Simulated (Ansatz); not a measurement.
Ansatz (a quantum-chemistry and plane-wave program) input (CCSD(T)/cc-pwCVTZ): A basis named .json is the Basis Set Exchange file of that set (core-valence sets with the plain set on hydrogen).

Ansatz 0.2 input:
```yaml
crystal:
  periodic: [false, false, false]
  atoms:
    - {symbol: F, position_ang: [0.00000000, 0.00000000, 0.00000000]}
basis:
  gaussian:
    orbitals: cc-pwCVTZ.json
magnetization: {spin_polarized: true, initial_magnetization: 1}
correlation: {method: ccsd_t, frozen_orbitals: {F: 0}}
scf: {lower_state_search: full}
```

Output:

```
Functional definition: HF
integrals: 0.01 GiB planned
260 factors; integrals over basis functions are off by at most 1.1e-4 eV
mean field: 0.06 GiB planned
mean field evaluation 1: about -2704.7556 eV, gradient 9.3e0 eV
mean field evaluation 2: about -2704.7562 eV, gradient 9.3e0 eV
mean field evaluation 4: about -2704.9605 eV, gradient 9.4e-1 eV
mean field evaluation 8: about -2704.9637 eV, gradient 3.5e-5 eV
mean field evaluation 16: about -2704.9634 eV, gradient 2.1e-1 eV
mean field evaluation 32: about -2704.9603 eV, gradient 8.5e-1 eV
mean field evaluation 64: about -2704.9637 eV, gradient 1.8e-6 eV
mean field -2704.96371530 eV, -99.4055830471 hartree, gradient 1.6e-6 eV, S^2 0.753460; 6 other end points of the search recorded, 0 dependent functions left out
reference -2704.96371530 eV, -99.4055830471 hartree; 5, 4 occupied and 38, 39 virtual orbitals, 260 factors
second order -7.09286613 eV of doubles, -0.00000000 eV of singles
coupled cluster: 0.09 GiB planned
cycle   1  -7.32837356 eV  change   -2.4e-1 eV  update   2.2e-2
cycle   2  -7.41256773 eV  change   -8.4e-2 eV  update   6.7e-3
cycle   3  -7.41711421 eV  change   -4.5e-3 eV  update   2.2e-3
cycle   4  -7.41682144 eV  change    2.9e-4 eV  update   8.2e-4
cycle   5  -7.41721361 eV  change   -3.9e-4 eV  update   1.7e-4
cycle   6  -7.41719053 eV  change    2.3e-5 eV  update   2.9e-5
cycle   7  -7.41719692 eV  change   -6.4e-6 eV  update   6.4e-6
perturbative correction -0.11313259 eV, -0.0041575460 hartree
Total energy: -2712.49404481 eV, -99.6823175524 hartree
```
